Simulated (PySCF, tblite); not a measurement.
Isomers of C7H7 (doublet state). Computed values, GFN2-xTB/tblite, gas phase, harmonic and unscaled. The method is semi-empirical: single wavenumbers can be off by several per cent or more. One conformer each. Open shells enter through the occupations alone, without spin polarisation, and single modes of such species can be off by tens of per cent.

Electronic energies: B3LYP/pcH-1 single points on the GFN2-xTB geometries (PySCF, gas phase).

| SMILES | electronic energy, lowest = 0 (kJ/mol) |
| --- | --- |
| C#CC(C#C)C[CH2] | 334.5 |
| C#CC(C#C)[CH]C | 326.3 |
| C#CC(=C)[C@H]1[CH]C1 | 309.8 |
| [H]/[C]=C\[C@H](C#C)C=C | 326.2 |
| C=C[C]1C=CC=C1 | 0.0 |

Q: How do GFN2-xTB zero-point energies change the relative energies?

A: 
| SMILES | ZPE (kJ/mol) | of it from modes above 1550 cm⁻¹ | electronic (kJ/mol) | with ZPE, lowest = 0 (kJ/mol) | lowest mode (cm⁻¹) | rings |
| --- | --- | --- | --- | --- | --- | --- |
| C=C[C]1C=CC=C1 | 288.5 | 140.2 | 0.0 | 0.0 | 107 | 1 |
| C#CC(=C)[C@H]1[CH]C1 | 280.6 | 153.7 | 309.8 | 301.9 | 63 | 1 |
| [H]/[C]=C\[C@H](C#C)C=C | 276.9 | 164.7 | 326.2 | 314.5 | 61 | 0 |
| C#CC(C#C)[CH]C | 274.4 | 156.8 | 326.3 | 312.2 | 18i | 0 |
| C#CC(C#C)C[CH2] | 274.9 | 158.4 | 334.5 | 320.9 | 83 | 0 |

The zero-point energies span 14.1 kJ/mol, from `C#CC(C#C)[CH]C` to `C=C[C]1C=CC=C1`. Slightly imaginary modes are left out of the zero-point energy: `C#CC(C#C)[CH]C` 17.5i cm⁻¹. The lowest isomer stays, but the order above it changes.

Q: And how do the electronic energies of GFN2-xTB itself compare?

A: `C=C[C]1C=CC=C1` 0.0; `C#CC(=C)[C@H]1[CH]C1` 297.0; `[H]/[C]=C\[C@H](C#C)C=C` 341.5; `C#CC(C#C)[CH]C` 312.7; `C#CC(C#C)C[CH2]` 331.4 kJ/mol, lowest = 0. Against the energies above, taken from the same isomer `C=C[C]1C=CC=C1`, the largest difference is 15.3 kJ/mol.

Q: What do entropy and thermal enthalpy add at 298.15 K and 1 bar (rigid rotor, harmonic oscillator, one conformer each)?

A: 
```
                 SMILES  point group  symmetry number  S (J/(mol K))  H − H(0) (kJ/mol)  ZPE + H − H(0) − TS (kJ/mol)
         C=C[C]1C=CC=C1           Cs                1          335.7              19.40                         207.8
   C#CC(=C)[C@H]1[CH]C1           C1                1          359.7              22.44                         195.8
[H]/[C]=C\[C@H](C#C)C=C           C1                1          378.0              24.52                         188.7
        C#CC(C#C)C[CH2]           C1                1          384.1              25.91                         186.3
```

S holds R ln(2S + 1) for the spin.

Not tabulated: `C#CC(C#C)[CH]C` (lowest mode only 18i cm⁻¹).
